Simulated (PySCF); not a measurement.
FO₂W (SMILES [O]=[W](=[O])[F]), doublet, geometry from GFN2-xTB (such geometries of metal compounds can be far from the true shape) (the multiplicity is a formal guess) (core potentials on W). Base run: PySCF with CAMB3LYP/def2-SV(P).

The PySCF input:
```python
from pyscf import gto, scf, dft

mol = gto.Mole()
mol.atom = '''
    W     0.031836    0.038077    0.046596
    O     1.554892   -0.445553   -0.513306
    O    -0.606250   -0.879993    1.318243
    F    -1.104998    0.865186   -1.098625
'''
mol.basis = 'def2-sv(p)'
mol.ecp = {'W': 'def2-sv(p)'}
mol.charge = 0
mol.spin = 1
mol.verbose = 4
mol.build()

mf = dft.UKS(mol)
mf.xc = 'camb3lyp'
mf.kernel()
```

The base run was repeated with changes; each row names its change, and settings that it needs were set with it.

```csv
change,ΔE vs base (µEh),SCF cycles,<S^2>
base,0.0,15,0.756
diis_space = 12,0.0,15,0.756
conv_tol = 1e-7,0.0,12,0.756
conv_tol = 1e-6,0.2,11,0.756
init_guess = atom,0.0,15,0.756
diis_space = 4,0.0,17,0.756
solver = newton,0.0,-,0.756
conv_tol = 1e-4,23.5,7,0.754
DIIS = ADIIS,0.0,30,0.756
level_shift = 0.1 (with mf.max_cycle = 100),0.0,18,0.756
conv_tol_grad = 1e-3,0.0,15,0.756
level_shift = 0.5 (with mf.max_cycle = 100),0.0,28,0.756
init_guess = 1e,0.0,18,0.756
```

Open shells are given as the SCF converged; they aren't shown to be the lowest states, and a large step between rows can be another state.
